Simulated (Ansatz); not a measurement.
Cost and result for the atomization energy of `CC1(C)CCCC(C)(C)N1` (29 atoms, 29 bonds).

| atom | x (Å) | y (Å) | z (Å) |
| --- | --- | --- | --- |
| C1 | -0.146 | 1.912 | -1.339 |
| C2 | 0.638 | 0.665 | -0.920 |
| C3 | 1.678 | 0.374 | -1.993 |
| C4 | 1.341 | 0.908 | 0.417 |
| C5 | 0.365 | 1.027 | 1.590 |
| C6 | -0.946 | 0.272 | 1.353 |
| C7 | -0.797 | -0.939 | 0.438 |
| C8 | -2.171 | -1.550 | 0.181 |
| C9 | 0.087 | -2.005 | 1.096 |
| N10 | -0.267 | -0.491 | -0.854 |
| H11 | -0.908 | 2.178 | -0.605 |
| H12 | 0.521 | 2.770 | -1.458 |
| H13 | -0.652 | 1.726 | -2.288 |
| H14 | 2.295 | -0.485 | -1.714 |
| H15 | 2.338 | 1.232 | -2.141 |
| H16 | 1.190 | 0.155 | -2.947 |
| H17 | 1.958 | 1.809 | 0.344 |
| H18 | 2.035 | 0.079 | 0.587 |
| H19 | 0.852 | 0.658 | 2.497 |
| H20 | 0.135 | 2.078 | 1.784 |
| H21 | -1.687 | 0.937 | 0.901 |
| H22 | -1.373 | -0.057 | 2.304 |
| H23 | -2.833 | -0.809 | -0.271 |
| H24 | -2.092 | -2.393 | -0.511 |
| H25 | -2.625 | -1.914 | 1.108 |
| H26 | -0.365 | -2.372 | 2.021 |
| H27 | 1.082 | -1.627 | 1.334 |
| H28 | 0.206 | -2.861 | 0.425 |
| H29 | 0.141 | -1.278 | -1.340 |

Charge 0, multiplicity 1. The structure was optimised at the PBE0-D4/def2-TZVP level. Program: Ansatz. All runs use 4 threads of an AMD EPYC 7R13 on a shared host and a share of an NVIDIA H100 80 GB. Times are those of one run each, without the atoms' runs, and a repeat can differ threefold. Electronic energies, without spin–orbit coupling; frozen cores. CCSD(T)/CBS adds CCSD(T) − MP2 in def2-TZVPP to the MP2 limit, and its time is that of the two runs behind it. T1 = 0.009. B3LYP takes the VWN-RPA correlation (the form of Gaussian; ORCA's B3LYP/G).

CCSD(T)/CBS is a level of theory with its own doubt, some kJ/mol a heavy atom from the limit and from the frozen cores, so smaller differences don't rank the functionals.

```csv
level,functions,wall time,atomization (kJ/mol),difference from CCSD(T)/CBS,per bond
ωB97X-V/def2-TZVPP,576,10 s,11792.6,32.4,1.1
ωB97M-V/def2-TZVPP (with forces),576,12 s,11803.5,43.3,1.5
B2PLYP/def2-TZVPP,576,12 s,11633.1,-127.1,-4.4
r2SCAN-D4/def2-TZVPP (with forces),576,13 s,11779.0,18.8,0.6
PBE0-D4/def2-TZVPP,576,14 s,11867.5,107.3,3.7
PBE-D4/def2-TZVPP (with forces),576,16 s,12004.3,244.1,8.4
B3LYP-D4/def2-TZVPP (with forces),576,17 s,11767.9,7.7,0.3
MP2/def2-QZVPP,1140,29 s,11791.9,31.7,1.1
CCSD(T)/def2-TZVPP,576,4.4 min,11507.6,-252.6,-8.7
CCSD(T)/CBS(def2),–,4.8 min,11760.2,0.0,0.0
```

In def2-TZVPP, CCSD(T) changes the Hartree–Fock value by +2752.4 kJ/mol (the triples alone add +154.2 kJ/mol) and MP2 by +2888.7 kJ/mol; breaking electron pairs costs correlation energy, which Hartree–Fock lacks. From PBE to PBE0 (25 % exact exchange), in def2-TZVPP and without D4, the atomization energy moves by −125.0 kJ/mol: exact exchange takes away binding that semilocal exchange gives to molecules. The D4 term adds +128.2 kJ/mol with B3LYP and +70.0 kJ/mol with PBE0; it sums over pairs of atoms, weighted by their polarisabilities, and B3LYP, whose exchange is more repulsive, gets the larger term.
